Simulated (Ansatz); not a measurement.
System: C$_{2}$H$_{8}$BN$_{2}$ (charge -1, singlet). It need not be the lowest isomer of its formula. Whether it binds its extra electron was not tested at this geometry. 
Coordinates optimised at B3LYP-D3(BJ)/def2-TZVP (Ansatz, a first-principles code):
```xyz
13

C      2.0461    -0.5708    -0.2446
C      0.9685     0.3223     0.3152
B     -0.4739     0.1627     0.1105
N     -1.0892    -0.8575    -0.7980
N     -1.5131     0.9654     0.8455
H      1.6094    -1.4069    -0.8076
H      2.7516    -0.0768    -0.9445
H      2.6945    -1.0450     0.5192
H      1.3379     1.1158     0.9719
H     -2.0484    -0.6864    -1.0680
H     -0.5455    -1.0747    -1.6203
H     -2.2075     1.3938     0.2409
H     -1.0945     1.7021     1.3995
```
Charge -1, spin multiplicity 1.

Basis-set convergence of Hartree-Fock and CCSD(T) correlation energies (hartree) with Ansatz. Correlated levels leave the core frozen unless marked. No spin-orbit coupling. Non-relativistic. This anion needs diffuse functions, which these sets lack.

```csv
basis,functions,E(HF),"E(corr, CCSD(T))"
cc-pVDZ,110,-213.99305,-0.80380
cc-pVTZ,262,-214.06686,-0.98147
cc-pVQZ,515,…,…
```

### Question
What belongs in the gaps?

### Answer

- cc-pVQZ, E(HF): -214.08579
- cc-pVQZ, E(corr, CCSD(T)): -1.03521
